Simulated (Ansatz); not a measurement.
**Ligand exchange: C3H9AlO + C5H10O → C3H9AlO2 + C5H10**

Species: C3H9AlO `C[CH](C)[AlH][OH]`, singlet; C5H10O (cyclopentanol) `OC1CCCC1`, singlet; C3H9AlO2 `C[CH](C)[Al]([OH])[OH]`, singlet; C5H10 (cyclopentane) `C1CCCC1`, singlet. The partners trade H for OH: Al–H and C–OH bonds give way to Al–OH and C–H.

Shapes, held fixed at every level: PBE0-D4/def2-TZVP. Flexible molecules stand in one conformer, not always the lowest. Programs: Ansatz 0.2.0. Electronic energies: no zero-point or thermal term.

```tsv
level	kind	ΔE (kJ/mol)	less CCSD(T)/CBS estimate
HF/def2-TZVPP	Hartree–Fock	-215.1	+0.9
B3LYP-D4/def2-TZVPP	global hybrid	-212.8	+3.2
PBE0-D4/def2-TZVPP	global hybrid	-206.2	+9.8
wB97M-V/def2-TZVPP	range-separated hybrid	-209.6	+6.4
wB97X-V/def2-TZVPP	range-separated hybrid	-205.6	+10.4
MP2/def2-TZVPP	perturbation theory	-222.7	-6.7
CCSD/def2-TZVPP	coupled cluster or CI	-214.9	+1.1
CCSD(T)/CBS estimate	coupled cluster or CI	-216.0	0.0
```

The highest level, CCSD(T)/CBS estimate, gives ΔE = -216.0 kJ/mol; the levels span -222.7 to -205.6. The column of differences is taken from that level and isn't an error. No measured value is set beside it here. The CBS estimate extrapolates MP2 from def2-TZVPP and def2-QZVPP and adds CCSD(T) − MP2 in the triple-zeta set, cores frozen.
